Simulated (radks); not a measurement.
Q: The mean radii <r> (bohr) of the occupied orbitals of an atom or ion are listed with their occupations. Method: scalar-relativistic Kohn-Sham, SCAN, spin-unpolarised, spherical densities, finite nucleus; meta-GGA in the generalised Kohn-Sham scheme; Fermi nuclear charge, rms radius of each element as measured or else 0.836 A^(1/3) + 0.57 fm; computed with a radial shooting solver on a logarithmic mesh with Libxc functionals.

| orbital | occ. | <r> |
|---|---|---|
| 1s | 2 | 0.05621 |
| 2s | 2 | 0.2546 |
| 2p | 6 | 0.2246 |
| 3s | 2 | 0.7288 |
| 3p | 6 | 0.7450 |
| 3d | 2 | 0.7530 |

Name the element and its charge.

A: Z = 27, cobalt, charge +7: Co7+ in [Ar] 3d2. The 1s radius gives Z: for a bare nucleus <r> = (2 gamma + 1)/(2Z) with gamma = sqrt(1 - (Z/c)^2), 0.05483 bohr for Z = 27, and screening makes it slightly larger (0.05621 here). The occupations add up to 20, and the charge is Z minus that.
